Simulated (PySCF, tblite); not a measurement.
Isomers of C7H16Si. Computed values, GFN2-xTB/tblite, gas phase, harmonic and unscaled. The method is semi-empirical: single wavenumbers can be off by several per cent or more. Modes of hydrogen on silicon can be 10 to 20 % off. One conformer each.

Electronic energies: PBE0/pcSseg-1 single points on the GFN2-xTB geometries (PySCF, gas phase).

| SMILES | electronic energy, lowest = 0 (kcal/mol) |
| --- | --- |
| C[C@@H]1CCC[SiH2][C@@H]1C | 5.1 |
| C/C=C(\C)C(C)(C)[SiH3] | 32.1 |
| C/C=C/[SiH2]C(C)(C)C | 23.2 |
| CC[C@@H]1CC[C@@H]([SiH3])C1 | 15.4 |
| CC(C)[C@@H](C)[C@@H]1C[SiH2]1 | 37.8 |
| CCC[SiH]1CCCC1 | 0.0 |
| CC(C)(C)[C@H]1CC[SiH2]1 | 24.6 |

Task: How do GFN2-xTB zero-point energies change the relative energies?

Result: 
```csv
SMILES,ZPE (kcal/mol),of it from modes above 1550 cm⁻¹,electronic (kcal/mol),"with ZPE, lowest = 0 (kcal/mol)",lowest mode (cm⁻¹),rings
CCC[SiH]1CCCC1,133.7,67.3,0.0,0.0,47,1
C[C@@H]1CCC[SiH2][C@@H]1C,132.9,66.0,5.1,4.3,102,1
CC[C@@H]1CC[C@@H]([SiH3])C1,131.2,65.1,15.4,13.0,37,1
C/C=C/[SiH2]C(C)(C)C,129.2,69.1,23.2,18.7,28,0
CC(C)(C)[C@H]1CC[SiH2]1,131.3,66.7,24.6,22.2,51,1
C/C=C(\C)C(C)(C)[SiH3],128.1,68.3,32.1,26.5,40,0
CC(C)[C@@H](C)[C@@H]1C[SiH2]1,131.1,67.1,37.8,35.2,42,1
```

The zero-point energies span 5.6 kcal/mol, from `C/C=C(\C)C(C)(C)[SiH3]` to `CCC[SiH]1CCCC1`. The order is unchanged.

Task: And how do the electronic energies of GFN2-xTB itself compare?

Result: `CCC[SiH]1CCCC1` 14.2; `C[C@@H]1CCC[SiH2][C@@H]1C` 5.5; `CC[C@@H]1CC[C@@H]([SiH3])C1` 0.0; `C/C=C/[SiH2]C(C)(C)C` 31.6; `CC(C)(C)[C@H]1CC[SiH2]1` 19.6; `C/C=C(\C)C(C)(C)[SiH3]` 24.2; `CC(C)[C@@H](C)[C@@H]1C[SiH2]1` 38.2 kcal/mol, lowest = 0. Against the energies above, taken from the same isomer `CCC[SiH]1CCCC1`, the largest difference is 29.6 kcal/mol.

Task: What do entropy and thermal enthalpy add at 298.15 K and 1 bar (rigid rotor, harmonic oscillator, one conformer each)?

Result: 
```json
{"SMILES": "CCC[SiH]1CCCC1", "point group": "C1", "symmetry number": "1", "S (cal/(mol K))": "100.3", "H − H(0) (kcal/mol)": "7.12", "ZPE + H − H(0) − TS (kcal/mol)": "110.9"}
{"SMILES": "C[C@@H]1CCC[SiH2][C@@H]1C", "point group": "C1", "symmetry number": "1", "S (cal/(mol K))": "93.2", "H − H(0) (kcal/mol)": "6.68", "ZPE + H − H(0) − TS (kcal/mol)": "111.8"}
{"SMILES": "CC[C@@H]1CC[C@@H]([SiH3])C1", "point group": "C1", "symmetry number": "1", "S (cal/(mol K))": "98.7", "H − H(0) (kcal/mol)": "6.98", "ZPE + H − H(0) − TS (kcal/mol)": "108.8"}
{"SMILES": "C/C=C/[SiH2]C(C)(C)C", "point group": "C1", "symmetry number": "1", "S (cal/(mol K))": "108.6", "H − H(0) (kcal/mol)": "8.30", "ZPE + H − H(0) − TS (kcal/mol)": "105.1"}
{"SMILES": "CC(C)(C)[C@H]1CC[SiH2]1", "point group": "C1", "symmetry number": "1", "S (cal/(mol K))": "98.6", "H − H(0) (kcal/mol)": "7.28", "ZPE + H − H(0) − TS (kcal/mol)": "109.2"}
{"SMILES": "C/C=C(\\C)C(C)(C)[SiH3]", "point group": "C1", "symmetry number": "1", "S (cal/(mol K))": "106.0", "H − H(0) (kcal/mol)": "8.20", "ZPE + H − H(0) − TS (kcal/mol)": "104.7"}
{"SMILES": "CC(C)[C@@H](C)[C@@H]1C[SiH2]1", "point group": "C1", "symmetry number": "1", "S (cal/(mol K))": "101.1", "H − H(0) (kcal/mol)": "7.51", "ZPE + H − H(0) − TS (kcal/mol)": "108.5"}
```
